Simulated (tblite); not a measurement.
Species: C₆H₁₀BrF₃O.
Z-matrix (Å and degrees, GFN2-xTB geometry), rows numbered from 1:
```
C 
O   1  1.4091
C   2  1.4257  1  117.86
C   3  1.5339  2  110.54  1    75.92
C   3  1.5297  2  113.80  1   -48.76
C   3  1.5484  2  100.85  1  -168.12
Br  6  1.9335  3  113.49  2  -167.57
C   6  1.5244  3  114.83  2    70.37
F   8  1.3385  6  113.30  3    75.68
F   8  1.3419  6  110.37  3  -165.23
F   8  1.3353  6  113.68  3   -45.93
H   1  1.0932  2  112.09  3    65.13
H   1  1.0942  2  112.03  3   -58.48
H   1  1.0882  2  104.88  3  -176.76
H   4  1.0879  3  110.33  2    58.14
H   4  1.0859  3  110.92  2   179.47
H   4  1.0868  3  109.59  2   -61.11
H   5  1.0881  3  111.01  2   -43.87
H   5  1.0878  3  109.81  2  -164.23
H   5  1.0870  3  110.25  2    76.68
H   6  1.0938  3  108.11  2   -48.79
```

Computed with GFN2-xTB (tblite): harmonic, unscaled wavenumbers at the GFN2-xTB geometry, gas phase. Errors from tens to a few hundred cm⁻¹ against measured bands are possible. One conformer, not necessarily the lowest.

Harmonic wavenumbers (cm⁻¹): 44.6, 57.0, 66.9, 126.5, 140.7, 179.5, 182.3, 227.2, 236.8, 279.2, 292.5, 299.8, 316.9, 347.2, 391.8, 438.0, 471.6, 488.5, 572.3, 632.3, 734.1, 792.9, 840.2, 906.3, 952.0, 989.7, 1002.5, 1040.4, 1071.9, 1076.5, 1125.6, 1134.8, 1147.5, 1170.1, 1184.4, 1197.6, 1243.5, 1274.3, 1397.2, 1400.4, 1415.2, 1467.1, 1471.9, 1477.1, 1491.0, 1494.0, 1508.5, 2934.1, 2954.1, 2961.5, 3030.1, 3037.2, 3037.8, 3039.5, 3046.7, 3048.7, 3058.0.

A = 1016, B = 697.0, C = 494.8 MHz; mass 233.987 u (most abundant isotopes); point group C1, symmetry number 1.

What is the zero-point energy?

½Σν̃ = 33973 cm⁻¹ = 97.13 kcal/mol.

What is S at 298.15 K and 1 bar for an ideal gas of classical rigid rotors and harmonic oscillators?

Translation 42.28, rotation 31.20, vibration 40.87: S = 114.3 cal/(mol K).

And Cp and H(298.15 K) − H(0)?

Cp = 48.01 cal/(mol K), of which vibrations give 40.06 (their classical limit is 57 R = 113.3); H(298.15 K) − H(0) = 8.75 kcal/mol without the zero-point energy, 6.38 from vibrations.

What must be added to the electronic energy to get the Gibbs energy at 298.15 K and 1 bar?

ZPE + [H(298.15 K) − H(0)] − T·S = 97.13 + 8.75 − 34.09 = 71.79 kcal/mol.

Blend soft modes into free rotors: weight 1/[1 + (100 cm⁻¹/ν̃)⁴] for the oscillator and the rest for a rotor with moment μB/(μ + B), μ = h/(8π²ν), B = 10⁻⁴⁴ kg m². What vibrational entropy results?

37.54 cal/(mol K) in place of 40.87, which changes −T·S at 298.15 K by +0.99 kcal/mol.

How do the functions run with temperature in this model?

```json
{"T (K)": "50", "S (cal/(mol K))": "63.7", "Cp (cal/(mol K))": "15.0", "H − H(0) (kcal/mol)": "0.54", "G − H(0) (kcal/mol)": "-2.64", "ln q(vib)": "0.76"}
{"T (K)": "100", "S (cal/(mol K))": "76.8", "Cp (cal/(mol K))": "23.6", "H − H(0) (kcal/mol)": "1.51", "G − H(0) (kcal/mol)": "-6.17", "ln q(vib)": "2.43"}
{"T (K)": "373.15", "S (cal/(mol K))": "126.0", "Cp (cal/(mol K))": "56.0", "H − H(0) (kcal/mol)": "12.66", "G − H(0) (kcal/mol)": "-34.36", "ln q(vib)": "12.46"}
{"T (K)": "500", "S (cal/(mol K))": "144.1", "Cp (cal/(mol K))": "67.8", "H − H(0) (kcal/mol)": "20.54", "G − H(0) (kcal/mol)": "-51.51", "ln q(vib)": "16.80"}
{"T (K)": "750", "S (cal/(mol K))": "174.9", "Cp (cal/(mol K))": "83.9", "H − H(0) (kcal/mol)": "39.66", "G − H(0) (kcal/mol)": "-91.50", "ln q(vib)": "24.73"}
{"T (K)": "1000", "S (cal/(mol K))": "200.5", "Cp (cal/(mol K))": "94.1", "H − H(0) (kcal/mol)": "62.00", "G − H(0) (kcal/mol)": "-138.52", "ln q(vib)": "31.89"}
```

q(vib) and H(0) count from the zero-point level.

Which modes carry the vibrational entropy at 298.15 K?

44.6 cm⁻¹: 5.04; 57.0 cm⁻¹: 4.56; 66.9 cm⁻¹: 4.24; 126.5 cm⁻¹: 3.00; 140.7 cm⁻¹: 2.79; 179.5 cm⁻¹: 2.33 cal/(mol K); the other 51 give 18.90 together.

Hindered rotation and anharmonicity are outside this model. Other conformers, if any are populated, would add a mixing term that is left out. The structure is chiral; the term R ln 2 for an equal mix with its mirror image is left out.
